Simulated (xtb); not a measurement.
SbFBr₂, SMILES [F][Sb]([Br])[Br]. All values are semi-empirical tight-binding results from xtb (GFN2-xTB unless named), good for trends rather than for accurate numbers. Geometry: GFN2-xTB.

For metal compounds this method's bond lengths and energies can be far off.

```yaml
point_group_as_xtb_finds_it: Cs
orbital_gap: 3.99 eV
zero_point_energy: 1.6 kcal/mol
G − E(el) at 298.15 K (modified RRHO): -20.1 kcal/mol
```
